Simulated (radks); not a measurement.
Kinetic energies: the exact non-interacting value of the Kohn-Sham orbitals and orbital-free approximations, as 100 (|E| - |E exact|)/|E exact|, negative where the magnitude is too small. Species: Sm44+ [Ar]; Zr4+ [Kr]; B2+ [He] 2s1; Al+ [Ne] 3s2. Method: non-relativistic Kohn-Sham, exchange-only PBE, spin-polarised, spherical densities, point nucleus; computed with a radial shooting solver on a logarithmic mesh with Libxc functionals. Every spin shell is full or empty, so the densities are truly spherical. Functionals are evaluated on that one density, not self-consistently.

functional         Sm44+     Zr4+      B2+      Al+
exact (hartree)  8337.28  3535.77  23.3339  241.591
Thomas-Fermi       -6.72    -5.67   -10.00    -7.73
von Weizsacker    -52.28   -55.18    -4.97   -35.22
TF + vW           +41.00   +39.15   +85.04   +57.05
TF + vW/5          +2.82    +3.30    +9.01    +5.22
APBEK              -0.61    +0.14    +0.33    +0.25
revAPBEK           -0.39    +0.34    +1.16    +0.66
Perdew 92          -1.41    -0.68    +0.58    -0.52
Pearson            -1.86    -0.99    -3.96    -1.85
LKT               +21.99   +20.97   +56.18   +33.16
PG1               +17.34   +16.54   +48.81   +27.02
DePristo-Kress     -0.75    -0.06    -0.14    -0.04
Ernzerhof          -0.98    -0.36    +3.34    +0.18
